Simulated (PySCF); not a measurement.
## CrH2, singlet: data card

All numbers come from B3LYP in PySCF with Cr def2-TZVP, H def2-TZVP; no relativity; density-fitted integrals.

The structure is a minimum.

Z-matrix (Å, degrees; charge 0 multiplicity 1):
```
Cr
H  1 1.6271
H  1 1.6271 2 114.59
```

* Point group: C2v
* Bond lengths: Cr–H 1.627 Å (×2)
* Bond angles: H–Cr–H 114.6°
* Rotational symmetry number: 2
* Dipole moment: 3.35 D
* Atomisation energy without zero-point energy: 139 kJ/mol
* Heat capacity Cp at 298.15 K: 37.8 J/(mol K)
* Lowest empty level: -2.53 eV
* Principal polarisabilities: 24.4, 34.8, 44.2 bohr³
* Rotational constants: 11.24, 4.462, 3.194 cm⁻¹
* Zero-point energy: 24.5 kJ/mol
* Principal quadrupole moments (Buckingham, traceless) about the centre of mass: -6.17, 1.24, 4.93 D Å
* Highest occupied level: -5.44 eV
* Entropy at 298.15 K and 1 bar: 217.4 J/(mol K)
* Enthalpy at 298.15 K above 0 K: 10.34 kJ/mol

Harmonic modes (masses in u: Cr 51.941, H 1.008):
```tsv
symmetry	ω (cm⁻¹)	IR (km/mol)	type
a1	605	150	bend
b2	1719	432	stretch
a1	1781	84.1	stretch
```

In C2v the vibrations span 2a1 + b2. Here b1 is antisymmetric to the molecular plane and b2 lies in it.

Charges (e):
```csv
atom,Mulliken,Löwdin,polar tensor,Mayer order to Cr1
Cr1,0.36,0.28,0.83,–
"H2,3",-0.18,-0.14,-0.42,0.97
```

Mulliken populations on Cr1: s 6.64, p 12.21, d 4.79, f 0.00.

Other isomers or separated fragments may lie lower. At this level a broken-symmetry Ms = 0 minimum of C2v symmetry lies 143 kJ/mol below this structure. At the minimum of this search the closed-shell solution is unstable towards spin polarisation, so a lower open-shell solution exists.

The final relaxation and frequency run took 7.1 s on 2 threads of a shared Arm Neoverse V1 host, with 57 basis functions and 8 gradients; the process peaked at 0.61 GiB.
